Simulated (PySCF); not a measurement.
The numbers are results of PySCF with M06-2X/def2-TZVP // PBE0-D3(BJ)/def2-TZVP, not measurements. All species are isolated molecules in the gas phase. One relaxed conformer stands for a flexible species; it need not be the lowest. Excitations are Tamm–Dancoff values on a coarser integration grid. The basis has no diffuse functions, so Rydberg states are missing or too high.

Reference species (SMILES): `C=C=CS` (neutral, multiplicity 1).

| Quantity | Result |
|---|---|
| T1 excitation (TDA) | 4.31 eV |
| S1 oscillator strength | 0.000 |
| HOMO–LUMO gap | 8.14 eV |
| S1–T1 gap (TDA) | 0.29 eV |

After one change: the T1 excitation (TDA) increases by 0.58 eV; the S1 oscillator strength hardly moves; the HOMO–LUMO gap increases by 1.11 eV; the S1–T1 gap (TDA) increases by 0.14 eV.

Question: Name the change that produced these shifts. The new species is one of these.
A. `C#CCS`
B. `C=CC=S` (C–C–C–S torsion 180°)
C. `S=C1CC1`
D. `CC#CS`

Answer: A, `C#CCS`
